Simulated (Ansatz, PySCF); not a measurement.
Gas-phase reaction in SMILES: OB(O)O[SiH3] → O[B]O + [O][SiH3] (the B-O bond at the site shown breaks; other sites are not compared here)
Geometries: B3LYP-D3(BJ)/def2-TZVP minima from Ansatz (a first-principles code), one conformer each, not searched for the lowest. Frequencies are from Ansatz or PySCF.
Geometry of the first species:
```xyz
10

O     -0.9525     0.5204     1.2832
B     -0.8436    -0.3860     0.2505
O     -1.7688    -1.3534    -0.0438
O      0.2609    -0.3214    -0.5386
Si     1.5870     0.6615    -0.5390
H     -1.7397     0.4585     1.8291
H     -2.5412    -1.3823     0.5251
H      1.1905     2.0735    -0.7389
H      2.4408     0.2216    -1.6614
H      2.3325     0.5333     0.7334
```
Charge 0, spin multiplicity 1.

Wanted: bond dissociation energy (0 K, with B3LYP-D3(BJ) harmonic zero-point energies), in kcal/mol. Valence correlation only, unless marked. UHF or UKS for open shells. No spin-orbit coupling. No relativistic terms. CBS(X,Y): correlation extrapolated as X^-3; Hartree-Fock from the larger set. [CCSD(T)-MP2]/basis is that difference in the basis named.

```csv
level,program,bond dissociation energy (kcal/mol),minus last row
HF/STO-3G,Ansatz,122.6,-28.7
PBE/def2-TZVPD,Ansatz,137.8,-13.5
BLYP/def2-TZVPD,Ansatz,133.5,-17.8
revPBE-D4/def2-TZVPD,Ansatz + dftd4,136.1,-15.2
B97M-V/def2-TZVPD,Ansatz,144.7,-6.6
PBE0-D3(BJ)/def2-TZVP,Ansatz + dftd3,143.3,-8.0
PBE0-D3(BJ)/def2-TZVPD,Ansatz + dftd3,142.8,-8.5
PBE0/def2-TZVPD,Ansatz,141.5,-9.8
BHLYP-D4/def2-TZVPD,Ansatz + dftd4,143.4,-7.9
BHLYP/def2-TZVPD,Ansatz,141.1,-10.2
HSE06-D4/def2-TZVPD,Ansatz + dftd4,143.1,-8.2
CAM-B3LYP-D3(BJ)/def2-TZVPD,Ansatz + dftd3,145.9,-5.4
CAM-B3LYP-D4/def2-TZVPD,Ansatz + dftd4,146.2,-5.1
wB97M-V/def2-TZVPD,Ansatz,149.4,-1.9
MP2/6-31G,Ansatz,143.0,-8.3
MP2/cc-pV(D+d)Z,Ansatz,151.6,0.3
SCS-MP2/STO-3G,Ansatz,140.2,-11.1
SCS-MP2/6-31G*,Ansatz,149.9,-1.4
SCS-MP2/aug-cc-pV(T+d)Z,Ansatz,154.6,3.3
CCSD/aug-cc-pV(T+d)Z,Ansatz,147.2,-4.1
"RI-MP2/CBS(aug-cc-pV(T+d)Z,aug-cc-pV(Q+d)Z)+[CCSD(T)-MP2]/aug-cc-pV(T+d)Z",Ansatz,151.3,0.0
```
